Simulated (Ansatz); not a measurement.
Relaxation of CH5AlF2O (10 atoms, charge 0, multiplicity 1), to a largest force component of 0.03 eV/Å in at most 50 steps.

Computed with Ansatz 0.2.0, RKS PBE-D4/def2-SVP.

```xyz
10
Properties=species:S:1:pos:R:3:forces:R:3
Al -0.414 1.239 0.660 -0.07 -1.34 -1.52
O -0.533 0.011 -0.654 0.04 1.19 1.48
C -0.509 -1.392 -0.438 0.10 0.13 0.06
F -0.673 2.834 0.271 0.02 -0.01 0.02
F -0.164 0.790 2.246 0.02 0.01 -0.06
H 1.611 0.764 -0.529 -2.08 -1.36 -0.60
H 2.196 1.139 -0.384 2.11 1.43 0.65
H -1.519 -1.827 -0.586 -0.13 -0.06 -0.01
H 0.172 -1.885 -1.168 0.01 0.07 -0.01
H -0.166 -1.674 0.584 -0.02 -0.05 -0.01
```

Where does it end, and by what steps?

The forces met the threshold. After 11 steps the energy has fallen by 0.300 eV; H7 moved furthest, 0.62 Å.

| step | energy less start (eV) | largest force component (eV/Å) | accepted |
| --- | --- | --- | --- |
| 0 | 0.0000 | 2.108 | yes |
| 1 | -0.1621 | 1.001 | yes |
| 2 | -0.2386 | 0.473 | yes |
| 3 | -0.2570 | 0.669 | yes |
| 4 | -0.2840 | 0.210 | yes |
| 5 | -0.2868 | 0.207 | yes |
| 6 | -0.2919 | 0.166 | yes |
| 7 | -0.2948 | 0.129 | yes |
| 8 | -0.2974 | 0.071 | yes |
| 9 | -0.2987 | 0.074 | yes |
| 10 | -0.2994 | 0.037 | yes |
| 11 | -0.2995 | 0.028 | yes |

```xyz
10
Properties=species:S:1:pos:R:3
Al -0.197 1.167 0.553
O -0.535 -0.099 -0.527
C -0.618 -1.500 -0.449
F -0.563 2.729 0.105
F 0.236 0.891 2.142
H 1.692 0.954 -0.457
H 1.921 1.575 -0.045
H -1.646 -1.845 -0.700
H 0.075 -1.971 -1.182
H -0.365 -1.901 0.560
```

Run time: 25 s on 2 threads of Arm Neoverse V1 (shared host), peak memory 0.15 GiB.
